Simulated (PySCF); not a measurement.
**A small calculation by hand: refractive index and permittivity of the vapour**

Si(F)(H)(SMe)2 (C₂H₇FS₂Si), SMILES CS[SiH](F)SC.

Geometry optimised at B3LYP-D3(BJ)/def2-SVP. Other conformers were not sampled.

r2SCAN/def2-TZVP in PySCF gives a mean static polarisability of 88.6 bohr³ and a dipole moment of 3.19 D. Take an ideal gas at 298.15 K and 1 bar, whether or not the substance is that volatile.

Task: Work out n − 1 in the optical limit and the static ε − 1.

Result: 
Polarisability volume α' = 88.6 × 0.148185 = 13.13 Å³. Number density N = p/kT = 2.43e-5 Å⁻³.
Dilute limit of Lorentz–Lorenz: n − 1 = 2π N α' = 0.0020.
Orientation term of Debye: μ²/(3kT) = 8.098 Å³ × μ²(D²) = 82.40 Å³.
ε − 1 = 4π N (α' + μ²/3kT) = 0.029. Orientation of the dipole supplies 86 % of the static response; it can't follow optical fields. Vibrational polarisation and dispersion are left out.
